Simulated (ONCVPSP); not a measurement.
Transferability test, ONCV potential for C

C (Z = 6), optimised norm-conserving Vanderbilt (ONCV), made with ONCVPSP 4.0.1 (PBEsol, scalar-relativistic). Core none, reference 1s2 2s2 2p1 (charge +1). Waves: 1s+2s: rc 0.58 bohr, ncon 3, nbas 7, qcut 21 1/bohr, 2 projectors; 2p: rc 2.50 bohr, ncon 5, nbas 9, qcut 5.2 1/bohr, 3 projectors, debl 1.8 Ha; d scattering state at 0.21 Ha: rc 1.96 bohr, ncon 4, nbas 9, qcut 5.6 1/bohr, 2 projectors, debl 3.6 Ha. Local part: polynomial inside 0.44 bohr (lpopt 2, dvloc0 6 Ha). Core correction: none.

Energies are relative to the spin-unpolarised reference configuration 1s2 2s2 2p1; without spin polarisation the order of configurations can differ from experiment.

```csv
valence configuration,charge,ΔE all-electron (eV),error AE − PS (meV)
1s2 2s2 2p2,0,-10.789,+73
1s2 2s2 2p0,+2,24.019,+242
1s2 2s1 2p3,0,-2.362,+138
```

What are ΔE and the potential's error for 1s2 2s1 2p0?

ΔE = 71.982 eV all-electron; the error (AE − PS) is +596 meV.

Levels in the configuration 1s2 2s2 2p2:

| level | all-electron (eV) | pseudo (eV) |
| --- | --- | --- |
| 1s | -272.045 | -272.659 |
| 2s | -13.648 | -13.648 |
| 2p | -5.234 | -5.320 |
